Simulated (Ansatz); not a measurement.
Reaction (ligand exchange at the In–N bond): `O=C=[N][In]([F])[F]` + silanol → `[F][In]([F])[O][SiH3]` + `N=C=O`

Isolated molecules relaxed with PBE0-D4/def2-TZVP in Ansatz; ΔE leaves out vibrations. CCSD(T)/CBS adds triple-zeta CCSD(T) − MP2 to the extrapolated MP2 energy (def2 sets, frozen cores). This one scheme is used for every species. DFT in def2-TZVPP. Elements past krypton have def2 core potentials. For In outer-core shells are correlated without core-valence functions, which leaves a few kJ/mol of doubt a bond. One conformer a species, not always the lowest.

`O=C=[N][In]([F])[F]`:

```xyz
6

O    -1.052   -0.904   -2.541
C    -0.702   -0.852   -1.433
N    -0.366   -0.888   -0.273
In    0.434    0.437    0.980
F     0.821   -0.033    2.800
F     0.865    2.241    0.467
```

`O[SiH3]`:

```xyz
6

O     0.912   -0.210   -0.876
Si   -0.194   -0.069    0.338
H     0.850    0.400   -1.611
H    -0.127    1.268    0.990
H     0.143   -1.125    1.319
H    -1.584   -0.265   -0.160
```

`[F][In]([F])[O][SiH3]`:

Z-matrix (Å, degrees):
```
Si
O 1 1.643
H 1 1.484 2 107.7
H 1 1.489 2 110.9 3 -119.8
H 1 1.488 2 110.8 3 119.8
In 2 1.942 1 136.2 3 175.5
F 6 1.921 2 121.4 1 -179.8
F 6 1.928 2 121.9 1 0.1
```

`N=C=O`:

```xyz
4

N     0.471   -0.063   -0.600
C    -0.068   -0.076    0.481
O    -0.466   -0.146    1.569
H     0.063    0.285   -1.449
```

```csv
level,ΔE (kcal/mol),difference from CCSD(T)/CBS
LDA (SPW92),3.4,-0.6
r2SCANh-D4,3.9,-0.1
r2SCAN0-D4,4.7,0.7
CAM-B3LYP-D4,3.7,-0.3
B2PLYP,3.8,-0.2
PBE-QIDH,5.2,1.2
PBE,3.3,-0.7
PBE0,4.7,0.7
r2SCANh,4.0,0.0
MP2/def2-SVP,2.6,-1.4
CCSD(T)/def2-SVP,2.5,-1.5
HF/def2-TZVPP,6.6,2.6
MP2/def2-TZVPP,4.8,0.8
SCS-MP2/def2-TZVPP,4.5,0.5
MP2/def2-QZVPP,4.5,0.5
CCSD/CBS(def2),4.4,0.4
CCSD(T)/CBS,4.0,0
```

(1) What do rigid-rotor, harmonic-oscillator terms from PBE0-D4/def2-TZVP frequencies (298.15 K, 1 bar) make of the CCSD(T)/CBS value? (Best estimate.)

Largest T1 diagnostic among the species: 0.018.

Results:

(1) Ansatz gave: ΔZPE = -0.7 kcal/mol, ΔH = +3.5 kcal/mol, ΔS = 3 J/(mol·K), ΔG = +3.3 kcal/mol. Modes under 50 cm⁻¹ make the entropy rough.

In def2-TZVPP, CCSD(T) changes the Hartree–Fock value by −2.1 kcal/mol (the triples alone add −0.4 kcal/mol) and MP2 by −1.8 kcal/mol. Leaving LDA and LC-ωPBE aside and taking each functional with its dispersion term where it has one, the values, not all of them listed here, spread over 2.8 kcal/mol, from BLYP-D4 to PBE-QIDH.
